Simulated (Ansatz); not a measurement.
`B/C=N/C` + `OBF` → `BOBF` + `C=NC` at 600 K and 1 bar (ligand exchange at a B–C bond).

Computed with Ansatz on PBE0-D4/def2-TZVP structures; ΔE is electronic, products minus reactants. CCSD(T)/CBS is the MP2 limit (def2-TZVPP, def2-QZVPP) plus CCSD(T) − MP2 in def2-TZVPP, frozen cores. This one scheme is used for every species. Each species was taken in one conformer, which may not be the lowest.

```csv
species,CCSD(T)/CBS energy (Eh),H − E (kJ/mol),S (J/(mol·K))
`B/C=N/C`,-159.15240,256.6,372.7
`OBF`,-201.07426,109.4,294.7
`BOBF`,-226.48924,151.1,350.3
`C=NC`,-133.77870,215.0,312.3
```

H − E and S are ideal-gas, rigid-rotor, harmonic terms from PBE0-D4/def2-TZVP, for one conformer and one mirror image of each species. 1 Eh = 2625.50 kJ/mol, R = 8.31446 J/(mol·K).

By hand: ΔE, ΔH, ΔS and ΔG.

ΔE = (-226.48924) + (-133.77870) − (-159.15240) − (-201.07426) = -0.04128 Eh = -108.4 kJ/mol. Δ(H − E) = 151.1 + 215.0 − 256.6 − 109.4 = 0.1, so ΔH = -108.3 kJ/mol. ΔS = 350.3 + 312.3 − 372.7 − 294.7 = -4.8 J/(mol·K). ΔG = -108.3 − 600 × (-4.8)/1000 = -105.4 kJ/mol.

By hand: the equilibrium constant, and the temperature at which ΔG would vanish if ΔH and ΔS stayed fixed.

log₁₀ K = −ΔG/(RT ln 10) = 9.2. ΔG = 0 at ΔH/ΔS = 22562 K, far beyond where these terms or the molecules hold.

The number of gas molecules stays the same, so ΔS is small and ΔH decides. A doubt of 5 kJ/mol in ΔE shifts log₁₀ K by 0.4 here. Other conformers and mirror images would add mixing entropy, several J/(mol·K) or more a flexible species. These are equilibria of isolated gas molecules and say nothing of rates. Largest T1 diagnostic: 0.013 (customary marks: 0.02 for closed shells, 0.045 for open ones).
